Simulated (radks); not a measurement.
Spherical jellium clusters: N electrons in a uniform positive sphere of charge N and radius rs N^(1/3), rs = 4.71 bohr. Method: non-relativistic Kohn-Sham, LDA (Slater exchange, Perdew-Wang correlation), spin-polarised, spherical densities; computed with a radial shooting solver with Libxc functionals. Levels are named by radial order and angular momentum (1s, 1p, 1d, 2s, ...), and open shells are averaged over m. Each electron was tried in the lowest free levels, single moves between levels near the top were tried too, and the lowest total energy was kept; such a search can miss a lower state. Energies include the self-energy of the background; IP and EA are vertical (highest electron removed, lowest free level filled), at fixed background; spill-out counts the electrons outside the background radius R, and alpha is the static dipole polarisability from linear response (closed shells only). A dash means not computed or, for alpha, an open shell; in EA it means that no bound solution was reached, which is typical of self-interaction and does not show that the anion is unstable. Real open-shell clusters deform, which this model forbids.

N        open shells  2S  E/N (eV)  E(N+1) + E(N-1) - 2E(N) (eV)  IP (eV)  EA (eV)  -e(HOMO) (eV)  spill-out (e)
1   1s(up 1, down 0)   1    -1.326                             -        -        -          2.710           0.33
2               none   0    -1.677                         0.837    4.646        -          2.809           0.48
3   1p(up 1, down 0)   1    -1.515                        -0.531    3.488        -          2.002           0.74
4   1p(up 2, down 0)   2    -1.567                        -0.353    3.906        -          2.418           0.89
5   1p(up 3, down 0)   3    -1.668                         0.268    4.130        -          2.679           1.00
6   1p(up 3, down 1)   2    -1.691                        -0.289    3.751        -          2.444           1.13
7   1p(up 3, down 2)   1    -1.749                        -0.206    3.972    1.451          2.677           1.23
8               none   0    -1.818                         0.893    4.113        -          2.842           1.32
9   1d(up 1, down 0)   1    -1.773                        -0.212    3.161        -          2.003           1.47
10  1d(up 2, down 0)   2    -1.758                        -0.177    3.347    1.109          2.203           1.59
11  1d(up 3, down 0)   3    -1.761                        -0.149    3.492    1.282          2.364           1.69
12  1d(up 4, down 0)   4    -1.777                        -0.127    3.607    1.426          2.496           1.78
13  1d(up 5, down 0)   5    -1.800                         0.285    3.700    1.172          2.606           1.86
14  1d(up 5, down 1)   4    -1.799                        -0.138    3.383    1.333          2.342           1.96
15  1d(up 5, down 2)   3    -1.808                        -0.118    3.500    1.469          2.469           2.04
16  1d(up 5, down 3)   2    -1.822                        -0.102    3.596    1.585          2.576           2.12
17  1d(up 5, down 4)   1    -1.841                        -0.088    3.675    1.687          2.667           2.20
18              none   0    -1.863                         0.180    3.742    1.541          2.746           2.27
19  2s(up 1, down 0)   1    -1.873                         0.191    3.541    1.400          2.563           2.41
20              none   0    -1.873                         0.229    3.346    1.184          2.403           2.60
21  1f(up 1, down 0)   1    -1.862                        -0.095    3.126    1.289          2.196           2.68
22  1f(up 2, down 0)   2    -1.856                        -0.086    3.205    1.383          2.284           2.75
23  1f(up 3, down 0)   3    -1.854                        -0.079    3.275    1.468          2.362           2.81
24  1f(up 4, down 0)   4    -1.856                        -0.072    3.337    1.546          2.432           2.87
25  1f(up 5, down 0)   5    -1.860                        -0.066    3.393    1.617          2.496           2.93
26  1f(up 6, down 0)   6    -1.867                        -0.061    3.444    1.683          2.555           2.99
27  1f(up 7, down 0)   7    -1.875                         0.246    3.489    1.447          2.608           3.04
28  1f(up 7, down 1)   6    -1.874                             -    3.229    1.526          2.369           3.11

All shells are closed at N = 2, 8, 18, 20 (there: 1s2 1p6 1d10 2s2); the second difference of the energy has clear peaks (12 % above both neighbours; the first and last values, which can be the largest, are not judged, and half-filled shells can peak too) at N = 5, 8, 13, 20.
